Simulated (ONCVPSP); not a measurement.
tungsten (W): one change to an ONCV potential, before and after

```json
{"Element": "tungsten", "Generator": "ONCVPSP 4.0.1", "Type": "optimised norm-conserving Vanderbilt (ONCV)", "Functional": "LDA (Perdew-Wang 92)", "Relativity": "fully relativistic", "Frozen core": "[Kr] 4d10", "Valence charge": "28", "Reference configuration": "4f14 5s2 5p6 5d4.5 6s1.5", "Partial waves": "5s+6s: rc 1.70 bohr, ncon 4, nbas 7, qcut 5.8 1/bohr, 2 projectors; 5p: rc 1.95 bohr, ncon 4, nbas 8, qcut 5.7 1/bohr, 2 projectors, debl 1.6 Ha; 5d: rc 1.70 bohr, ncon 4, nbas 7, qcut 6.6 1/bohr, 3 projectors, debl 2.6 Ha; 4f: rc 0.50 bohr, ncon 4, nbas 8, qcut 20.3 1/bohr, 1 projector", "Local potential": "polynomial inside 0.40 bohr (lpopt 5, dvloc0 0 Ha)", "Core correction": "Teter function, fcfact 2.25, rcfact 1.5"}
```

Open shells are filled in proportion to 2j + 1.

Change: functional PBE.

Cutoffs: the cutoffs (Ha) at which the residual kinetic energy of the hardest occupied pseudo-wave falls to 1 and 0.1 mHa per electron; they do not see the model core or the augmentation charge, which bear on the density cutoff. Errors are all-electron minus pseudo energies relative to the spin-unpolarised reference configuration.

Question: How do hardness, ghosts and transferability respond?

Answer: The potential gets neither clearly harder nor softer (1135 Ha and 1684 Ha → 1135 Ha and 1682 Ha); both files keep a bound ghost (d, p, s); of the 4 tests that both files solve, the error grows in 2 and shrinks in 0 by more than 15 % and 0.3 meV (median size 1.2 → 1.4 meV).

| quantity | base | changed |
| --- | --- | --- |
| cutoff, loose | 1135 Ha | 1135 Ha |
| cutoff, tight | 1684 Ha | 1682 Ha |
| loose cutoff by channel | s 15 Ha, p 13 Ha, d 15 Ha, f 1135 Ha | s 15 Ha, p 13 Ha, d 15 Ha, f 1135 Ha |
| bound ghosts | s, p3/2, d5/2, p1/2, d3/2 | s, p3/2, d5/2, p1/2, d3/2 |
| GHOST(+) flags under 300 eV | none | none |
| largest miss of a reference level, eV | 0.13 | 0.13 |
| error for 4f14 5s2 5p6 5d4 6s2, meV [ΔE -0.69 eV] | -1.0 | -1.2 |
| error for 4f14 5s2 5p6 5d4 6s1, meV [ΔE 8.44 → 8.20 eV] | +0.2 | +0.1 |
| error for 4f14 5s2 5p6 5d4 6s0, meV [ΔE 24.46 → 23.88 eV] | -1.3 | -1.7 |
| error for 4f14 5s2 5p6 5d3 6s2 6p1, meV [ΔE 3.37 → 3.28 eV] | -6.6 | -8.0 |
| s: phases at 1.72 bohr within 0.05 rad from the reference energy up to (Ha; the scan ends near 5) | to the end of the scan | to the end of the scan |
| p3/2: phases at 1.98 bohr within 0.05 rad from the reference energy up to (Ha; the scan ends near 5) | 4.5 | 4.5 |
| p1/2: phases at 1.98 bohr within 0.05 rad from the reference energy up to (Ha; the scan ends near 5) | to the end of the scan | to the end of the scan |
| d5/2: phases at 1.72 bohr within 0.05 rad from the reference energy up to (Ha; the scan ends near 5) | to the end of the scan | to the end of the scan |
| d3/2: phases at 1.72 bohr within 0.05 rad from the reference energy up to (Ha; the scan ends near 5) | to the end of the scan | to the end of the scan |
| f7/2: phases at 0.51 bohr within 0.05 rad from the reference energy up to (Ha; the scan ends near 5) | to the end of the scan | to the end of the scan |
| f5/2: phases at 0.51 bohr within 0.05 rad from the reference energy up to (Ha; the scan ends near 5) | to the end of the scan | to the end of the scan |
| rms error of d²Exc/dni dnj with the model core, mHa | 4.61 | 4.49 |

 A true bound ghost makes a file unfit for plane-wave use even where its test errors are small: the radial tests pick states by their node count and pass the ghost by.
